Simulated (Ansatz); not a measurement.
Born–Oppenheimer molecular dynamics of CH9B2ClSi2 (15 atoms, charge 0, multiplicity 1). It starts from a relaxed structure.

Level of theory: UKS PBE0-D4/6-31G (Ansatz 0.2.0).

- ensemble: NVT, Langevin thermostat
- time step: 1 fs
- steps asked: 100
- set temperature: 1500 K
- friction: 0.005 /fs
- temperature schedule: 25 steps to 1500 K, then 75 steps to 10 K
- seed: 288701

First frame:

```xyz
15
Properties=species:S:1:pos:R:3
B -0.576 -1.858 0.884
C -0.598 -0.467 0.190
B 0.809 -0.127 -0.383
Si 1.055 0.663 -2.234
Si -0.895 0.893 1.532
Cl 0.568 0.807 3.140
H -1.355 -2.706 0.554
H 0.232 -2.098 1.733
H -1.424 -0.319 -0.521
H 1.779 -0.343 0.289
H 1.583 -0.411 -3.158
H 2.057 1.788 -2.251
H -0.234 1.172 -2.831
H -0.781 2.259 0.928
H -2.240 0.697 2.156
```

(1) What does the run give?

(2) What happens to the structure?

(3) How do temperature and energy run in time?

Answers

(1) All steps were run.

```json
{
  "steps done": "100",
  "time covered": "100 fs",
  "mean temperature over the second half": "879 K",
  "spread of the potential energy over the second half": "14.3 meV per atom",
  "mean potential energy of the second half above the start": "99.5 meV per atom"
}
```

The schedule's set-point averaged 507 K over the second half and the system 879 K, so it lags behind the ramp. A run of 0.1 ps of so small a system gives no equilibrium averages. Limits of this set-up: no polarisation functions.

(2) The same pairs are bonded in the first frame and the last. Pairs count as bonded within 1.25 times the sum of covalent radii (0.12 Å more for H–H). Another seed would give other details.

(3) 
| time (fs) | T (K) | potential energy less start (eV) |
| --- | --- | --- |
| 0.0 | 1400 | 0.000 |
| 5.0 | 826 | 1.007 |
| 10.0 | 649 | 1.286 |
| 15.0 | 997 | 0.560 |
| 20.0 | 595 | 1.461 |
| 25.0 | 897 | 1.116 |
| 30.0 | 872 | 1.088 |
| 35.0 | 770 | 1.500 |
| 40.0 | 648 | 1.812 |
| 45.0 | 900 | 1.311 |
| 50.0 | 1079 | 1.003 |
| 55.0 | 1072 | 1.128 |
| 60.0 | 788 | 1.868 |
| 65.0 | 1062 | 1.251 |
| 70.0 | 960 | 1.357 |
| 75.0 | 837 | 1.581 |
| 80.0 | 950 | 1.329 |
| 85.0 | 706 | 1.816 |
| 90.0 | 730 | 1.701 |
| 95.0 | 862 | 1.415 |
| 100.0 | 774 | 1.517 |

The run took 16 min on 2 threads of Arm Neoverse N1, on a shared host, peak memory 0.34 GiB.
